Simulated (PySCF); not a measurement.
# Energy of Cr (chromium, neutral) between two integer charges

The 4s alpha orbital of [Ar] 3d5 4s1 is emptied in steps (occupation f), with all orbitals relaxed, ending at [Ar] 3d5. Computed with PySCF 2.14 in def2-TZVP, with no relativity, point nucleus. The exact energy is a straight line in f; departures are measured from the line between the end points of the same method.

```tsv
f	BHandHLYP (eV)	wB97X (eV)	BLYP (eV)
1	0.000	0.000	0.000
0.75	-0.255	-0.021	-0.559
0.5	-0.341	-0.023	-0.751
0.25	-0.255	-0.011	-0.567
0	0.000	0.000	0.000
```

```csv
method,E(f=0) − E(f=1) (eV),−ε at f=1 (eV),−ε at f=0.5 (eV)
BHandHLYP,6.506,5.148,6.506
wB97X,6.402,6.280,6.428
BLYP,7.134,4.178,7.114
```

Orbital energy along the path (eV):

```tsv
f	BHandHLYP	wB97X	BLYP
1	-5.148	-6.280	-4.178
0.75	-5.823	-6.356	-5.624
0.5	-6.506	-6.428	-7.114
0.25	-7.189	-6.465	-8.635
0	-7.863	-6.404	-10.167
```

Reference removal energy between the ground levels: 6.767 eV (measured; NIST Atomic Spectra Database, ionization energies).
